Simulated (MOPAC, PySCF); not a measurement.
H8N4Si, SMILES `N[Si](N)(N)N`, neutral singlet in the gas phase. 

Cartesian coordinates (Å):
```xyz
13

N     -1.1299     1.2896    -0.2543
Si     0.0000     0.0000     0.0000
N      1.4328     0.5000     0.8377
N      0.3061    -0.5397    -1.6185
N     -0.6089    -1.2499     1.0351
H     -1.4036     1.8661     0.5355
H     -1.9270     1.1268    -0.8632
H      1.3739     0.6903     1.8342
H      2.0575     1.1636     0.3900
H      0.8648    -1.3756    -1.7604
H      0.5220     0.1521    -2.3308
H     -1.5187    -1.6540     0.8350
H      0.0311    -1.9693     1.3598
```
Charge 0, multiplicity 1.

All levels are single points at this geometry (r2SCAN-D4/def2-SVP); Pople sets use spherical d functions. Orbital energies aren't observables, and empty levels follow the basis.

PM3 in MOPAC gives HOMO (eV) = -8.44.

Estimate the HOMO (eV) from each of these levels: PBE-D3(BJ)/def2-TZVP in PySCF; r2SCAN-D4/def2-TZVP in PySCF; B3LYP/6-311+G** in PySCF; B3LYP/6-31G* in PySCF; M06-2X/6-31G* in PySCF; PBE/6-31G* in PySCF; SVWN5/6-31G* in PySCF; HF/3-21G in PySCF; HF/STO-3G in PySCF; AM1 in MOPAC; PM6 in MOPAC; PM7 in MOPAC.


```
level                          HOMO (eV)
-----------------------------  ---------
PBE-D3(BJ)/def2-TZVP in PySCF      -5.29
r2SCAN-D4/def2-TZVP in PySCF       -5.60
B3LYP/6-311+G** in PySCF           -6.62
B3LYP/6-31G* in PySCF              -6.02
M06-2X/6-31G* in PySCF             -7.82
PBE/6-31G* in PySCF                -4.76
SVWN5/6-31G* in PySCF              -4.84
HF/3-21G in PySCF                 -10.01
HF/STO-3G in PySCF                 -8.15
AM1 in MOPAC                       -9.51
PM6 in MOPAC                       -9.06
PM7 in MOPAC                       -9.06
```
